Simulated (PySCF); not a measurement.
Ge(F)(Br)(OH)2 (BrFGeH2O2), SMILES [Br][Ge]([OH])([OH])[F]. Coordinates come from a PBE-D3(BJ)/def2-SVP optimisation. This is a generated structure with no PubChem entry under its InChIKey; it may be hypothetical. Other conformers were not sampled.

Computed with PBE-D3(BJ)/def2-SVP (PySCF 2.14.0).

Harmonic wavenumbers (cm⁻¹): 109, 122, 164, 184, 222, 234, 262, 326, 674, 715, 734, 893, 917, 3703, 3717. Rotational constants (GHz): 3.437, 1.259, 1.238; symmetry number 1.

Work out the zero-point energy and the ideal-gas rigid-rotor harmonic-oscillator thermochemistry at 298.15 K and 1 atm.

ZPE = ½ Σ hcν = ½ × 12975 cm⁻¹ = 77.61 kJ/mol. H − E(el) = 100.52 kJ/mol. Entropy in J/(mol K): translation 175.17, rotation 119.19, vibration 79.67, total 374.02. G − E(el) = -11.00 kJ/mol. Cp = 108.64 J/(mol K). Modes under 150 cm⁻¹ make the vibrational entropy uncertain.
